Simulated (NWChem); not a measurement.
# AgH2OI; SMILES [OH2]->[Ag][I]

All runs: NWChem. Geometry: optimised at PBE0/def2-SVP. Not confirmed as a minimum by frequencies. def2 effective core potentials on Ag, I; no spin-orbit coupling. Ions are spin-unrestricted doublets at the neutral geometry; other ion states weren't tried.

Task: Estimate the computed values for PBE/def2-SVP. Quantities: −ε(HOMO) (eV).

Result: 
| Property | Value |
|---|---|
| −ε(HOMO) (eV) | 5.07 |
